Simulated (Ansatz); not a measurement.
`CC(O)[SiH3]` + H₂ → `CC[SiH3]` + H₂O at 500 K and 1 bar (hydrogenolysis of a C–O bond).

Program: Ansatz. Geometries: PBE0-D4/def2-TZVP. ΔE: electronic, gas phase. CCSD(T)/CBS adds triple-zeta CCSD(T) − MP2 to the extrapolated MP2 energy (def2 sets, frozen cores). This one scheme is used for every species. Each species was taken in one conformer, which may not be the lowest.

| species | CCSD(T)/CBS energy (Eh) | H − E (kJ/mol) | S (J/(mol·K)) |
| --- | --- | --- | --- |
| `CC(O)[SiH3]` | -445.15454 | 292.8 | 387.6 |
| H₂ | -1.17544 | 41.0 | 145.5 |
| `CC[SiH3]` | -369.99568 | 274.2 | 352.5 |
| H₂O | -76.37941 | 73.2 | 206.3 |

H − E and S are ideal-gas, rigid-rotor, harmonic terms from PBE0-D4/def2-TZVP, for one conformer and one mirror image of each species. The MP2-based limit puts H₂ 0.8 mEh under its directly extrapolated value; such offsets cancel only in part. 1 Eh = 2625.50 kJ/mol, R = 8.31446 J/(mol·K).

By hand: ΔE, ΔH, ΔS and ΔG.

ΔE = (-369.99568) + (-76.37941) − (-445.15454) − (-1.17544) = -0.04511 Eh = -118.4 kJ/mol. Δ(H − E) = 274.2 + 73.2 − 292.8 − 41.0 = 13.6, so ΔH = -104.8 kJ/mol. ΔS = 352.5 + 206.3 − 387.6 − 145.5 = 25.7 J/(mol·K). ΔG = -104.8 − 500 × (25.7)/1000 = -117.6 kJ/mol.

By hand: the equilibrium constant, and the temperature at which ΔG would vanish if ΔH and ΔS stayed fixed.

log₁₀ K = −ΔG/(RT ln 10) = 12.3. ΔH and −TΔS have one sign here, so there is no such temperature.

ΔH outweighs TΔS. A doubt of 5 kJ/mol in ΔE shifts log₁₀ K by 0.5 here. Other conformers and mirror images would add mixing entropy, several J/(mol·K) or more a flexible species. These are equilibria of isolated gas molecules and say nothing of rates. Largest T1 diagnostic: 0.011 (customary marks: 0.02 for closed shells, 0.045 for open ones).
